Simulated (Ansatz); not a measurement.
Reaction (redistribution): `C[O][Ga]([OH])[O]C` + `COB(S)S` → `C[O][Ga]([OH])[SH]` + `COB(S)OC`

Program: Ansatz. Geometries: PBE0-D4/def2-TZVP. ΔE: electronic, gas phase. CCSD(T)/CBS is the MP2 limit (def2-TZVPP, def2-QZVPP) plus CCSD(T) − MP2 in def2-TZVPP, frozen cores. This one scheme is used for every species. Functionals use def2-TZVPP. B3LYP here is the variant with VWN-RPA as its local correlation; programs differ in this. For Ga outer-core shells are correlated without core-valence functions, which leaves a few kJ/mol of doubt a bond. Scalar relativity is left out up to krypton. One conformer a species, not always the lowest.

```
             level  ΔE (kJ/mol)
           PBE0-D4       -105.8
           ωB97X-V       -103.6
           ωB97M-V       -108.4
            r2SCAN       -104.9
              PBE0       -106.1
             B3LYP       -106.5
     HF/def2-TZVPP       -116.4
SCS-MP2/def2-QZVPP        -98.6
```

What does CCSD(T)/CBS give? (An estimate is asked.)

Computed: -103.2 kJ/mol. The listed levels differ from it by -2.6, -0.4, -5.2, -1.7, -2.9, -3.3, -13.2, 4.6 kJ/mol.

Largest T1 diagnostic among the species: 0.014.

From PBE to PBE0 (25 % exact exchange), in def2-TZVPP and without D4, ΔE moves by −5.3 kJ/mol. In def2-TZVPP, CCSD(T) changes the Hartree–Fock value by +15.0 kJ/mol (the triples alone add +2.3 kJ/mol) and MP2 by +18.6 kJ/mol.
